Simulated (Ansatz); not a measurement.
Basis-set extrapolation for BFH6Si2 (`FB([SiH3])[SiH3]`) (PBE0-D4/def2-TZVP geometry, frozen core, the Gaussian-basis code of Ansatz). Multiplicity 1, RHF reference.

```json
{"": "HF", "def2-TZVPP": "-705.573059", "def2-QZVPP": "-705.596530"}
{"": "MP2 correlation", "def2-TZVPP": "-0.597742", "def2-QZVPP": "-0.646626"}
{"": "CCSD(T) correlation", "def2-TZVPP": "-0.675733", "def2-QZVPP": "not run"}
```

Energies in hartree. Use E(X) = E(∞) + A·exp(−7.88·√X) for Hartree–Fock and E(X) = E(∞) + B·X^(−2.97) for correlation, with X = 3 and 4, and add CCSD(T) minus MP2 of the smaller set to the MP2 limit.

Question: What is the CCSD(T) energy at the basis-set limit?

Answer: HF limit: -705.596530 + (-0.023471) × 0.13774 = -705.59976. MP2 limit: -0.646626 + (-0.048884) × 0.74074 = -0.68284. Higher-order term: -0.675733 − (-0.597742) = -0.07799. Total: -706.36059 hartree, 293.5 kJ/mol below CCSD(T)/def2-TZVPP.
